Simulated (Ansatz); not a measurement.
The first iterations of a band of BH6OSbSiZn (11 atoms, charge 0, multiplicity 1).

All numbers below come from RKS B3LYP/def2-SVP in Ansatz 0.2.0.

| Property | Result |
| --- | --- |
| movable images | 7 |
| climbing image | yes |
| spring | 5.0 eV/Å² |
| optimiser | quadratic models (default) |
| start path | through a guess of the saddle point |
| force threshold | 0.03 eV/Å |
| iteration limit | 26 |
| end points | relaxed |

Initial state:

```xyz
11
Properties=species:S:1:pos:R:3
B -1.951 0.565 0.526
Sb -0.678 -0.446 2.041
Si 1.382 0.417 0.669
O 1.145 0.372 -0.956
Zn 0.788 -0.644 -2.375
H -1.978 1.770 0.516
H -2.633 -0.049 -0.255
H -0.678 -1.992 1.269
H 1.620 1.819 1.122
H 2.551 -0.423 1.088
H 0.497 -1.445 -3.625
```

Final state:

```xyz
11
Properties=species:S:1:pos:R:3
B -2.230 0.089 0.289
Sb -0.771 0.555 1.913
Si 1.231 0.483 0.299
O 1.405 1.427 -0.922
Zn 2.392 3.368 -1.743
H -2.302 0.846 -0.641
H -2.980 -0.843 0.406
H -0.514 -1.051 2.470
H 2.346 -0.394 0.788
H 0.809 -2.022 -1.701
H 0.680 -2.515 -1.136
```

| iteration | highest image above the first end (eV) | largest band force component (eV/Å) |
| --- | --- | --- |
| 1 | 26.855 | 103.309 |
| 2 | 6.962 | 18.450 |
| 3 | 5.688 | 11.521 |
| 4 | 5.299 | 4.401 |
| 5 | 5.026 | 1.950 |
| 6 | 4.641 | 2.026 |
| 7 | 4.079 | 2.216 |
| 8 | 3.288 | 2.903 |

Does the band converge within its limit, and where does its top end?

It did not converge within its limit. It ended after 26 iterations with the highest image 2.470 eV above the first end. The band didn't meet its force threshold, so its energies are provisional: the largest band force was still 0.52 eV/Å, and over the last iterations the top moved between 2.47 and 2.56 eV. Neighbouring images lie up to 2.6 Å apart, so the band is torn or far too coarse. Inner images lie below an end point, which means an intermediate or an end that isn't the lowest structure nearby. The orbitals stay closed-shell, which can raise the energy where a bond breaks towards radicals; this wasn't checked here.

Run time: 17 min on 2 threads of Arm Neoverse V2, on a shared host, peak memory 0.4 GiB.
